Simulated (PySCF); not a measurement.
From one molecule to another.

First species: C6H9N2 (charge +1).
Bonds: N1–C2, C2–C3, C3–C4 (aromatic), C4–C5 (aromatic), C5–N6 (aromatic), N6–C7 (aromatic), C7–C8 (aromatic), C3–C8 (aromatic). Hydrogens: H9, H10, H11 on N1; H12, H13 on C2; H14 on C4; H15 on C5; H16 on C7; H17 on C8.

Second species: C₆H₇NO.
Numbering: `[CH2:1]=[CH:2][CH2:3][c:4]1[cH:5][cH:6][o:7][n:8]1` (hydrogens: H9, H10 on C1; H11 on C2; H12, H13 on C3; H14 on C5; H15 on C6)

Levels: wB97X-D/def2-SVPD for HOMO energy, LUMO energy, HOMO–LUMO gap, static isotropic polarisability and electronic spatial extent ⟨r²⟩ about the centre of nuclear charge; TDDFT wB97X-D/def2-SVPD for lowest singlet excitation; TDA wB97X-D/def2-SVPD for lowest triplet excitation (Tamm–Dancoff); GFN2-xTB for rotational constant A and rotational constant C. Geometries: GFN2-xTB. Each species is one conformer at its optimised geometry, gas phase, non-relativistic unless stated; the electronic structure was computed with PySCF and density fitting.

The conformers computed, where there is a choice (atom-mapped SMILES and torsion angles):
- `[NH3+:1][CH2:2][c:3]1[cH:4][cH:5][n:6][cH:7][cH:8]1`: N1–C2–C3–C4 85°
- `[CH2:1]=[CH:2][CH2:3][c:4]1[cH:5][cH:6][o:7][n:8]1`: C1–C2–C3–C4 121°, C2–C3–C4–C5 -73°

| property | column X | column Y |
| --- | --- | --- |
| HOMO energy | -12.86 eV | -9.60 eV |
| LUMO energy | -3.52 eV | 1.24 eV |
| HOMO–LUMO gap | 9.34 eV | 10.84 eV |
| lowest singlet excitation | 4.50 eV | 6.55 eV |
| lowest triplet excitation (Tamm–Dancoff) | 3.85 eV | 4.48 eV |
| static isotropic polarisability | 77.7 au | 77.6 au |
| electronic spatial extent ⟨r²⟩ about the centre of nuclear charge | 973 bohr² | 1050 bohr² |
| rotational constant A | 4.744 GHz | 5.947 GHz |
| rotational constant C | 1.219 GHz | 1.122 GHz |

Question: Which column belongs to which species?

Answer: Column X is the first species and column Y the second. The first has 17 atoms and 58 electrons, the second 15 and 58; their charges are +1 and 0, their HOMO energies -12.86 eV and -9.60 eV.

Question: How does each property change from the first species to the second?

Answer: HOMO energy +3.26 eV; LUMO energy +4.76 eV; HOMO–LUMO gap +1.50 eV; lowest singlet excitation +2.05 eV; lowest triplet excitation (Tamm–Dancoff) +0.63 eV; static isotropic polarisability -0.1 au; electronic spatial extent ⟨r²⟩ about the centre of nuclear charge +77 bohr²; rotational constant A +1.203 GHz; rotational constant C -0.097 GHz.

On the first: The vertical singlet–triplet gap S1 − T1 is 0.65 eV (TDDFT singlet less Tamm–Dancoff triplet; S1: HOMO→LUMO, weight 0.73; T1: HOMO→LUMO, weight 0.68). No computed singlet falls in the visible range (750 to 380 nm, 1.65 to 3.26 eV); S1 lies 1.24 eV above its blue end.

On the second: The vertical singlet–triplet gap S1 − T1 is 2.07 eV (TDDFT singlet less Tamm–Dancoff triplet). The polarisability is 11.50 Å³ as a volume (1 au = 0.148185 Å³), or 1.34 au for each of the 58 electrons.
